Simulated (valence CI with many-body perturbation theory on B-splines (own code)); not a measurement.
Sensitivity of CI+MBPT for Mg5+

Computed by configuration interaction combined with many-body perturbation theory (CI+MBPT): five valence electrons over a frozen Dirac-Fock core [He], radial functions for each j: 6 s, 6 p, 5 d, 3 f, 1 g, with the one-electron correlation potential Σ1 (screened to all orders), the two-electron term Σ2, the three-electron term Σ3, Breit, model QED; selected single and double excitations, second order for the rest (own B-spline code, finite nucleus).

Against 19 measured levels this calculation errs by 480 cm⁻¹ on average and by 977 at most. These come from a selection out of NIST levels in Kelleher and Podobedova, J. Phys. Chem. Ref. Data 37, 267 (2008). Levels without a partner in it may be off by more. Among the levels kept, up to 1800 cm⁻¹ of a level comes from second order outside the variational space, and about a tenth of that is noise between levels of different J, which matters for small intervals.

The reference run has the lowest level 2s²2p³ ⁴S°_3/2 and an ionisation energy of 186.697 eV. Its largest variational space holds 9999 state functions.

Reference levels: 2s²2p³ ²D°_5/2 55846, 2s²2p³ ²D°_3/2 55859, 2s²2p³ ²P°_1/2 84528, 2s²2p³ ²P°_3/2 84634, 2s2p⁴ ⁴P_5/2 248102, 2s2p⁴ ⁴P_3/2 249733, 2s2p⁴ ⁴P_1/2 250598, 2s2p⁴ ²D_5/2 342428, 2s2p⁴ ²D_3/2 342465, 2s2p⁴ ²S_1/2 402799, 2s2p⁴ ²P_3/2 426076, 2s2p⁴ ²P_1/2 428020 cm⁻¹.

**Question.** Rank these changes by the mean size of the shift of these levels, smallest first.
A. highest l in the core sums 6 → 1
B. shift of the energy in Σ1 (hartree) 0 → -0.833
C. natural orbitals for correlation on → off
D. averaging of valence orbitals over low configurations on → off

**Answer.** B (3.1 cm⁻¹), D (18 cm⁻¹), A (460 cm⁻¹), C (4700 cm⁻¹).
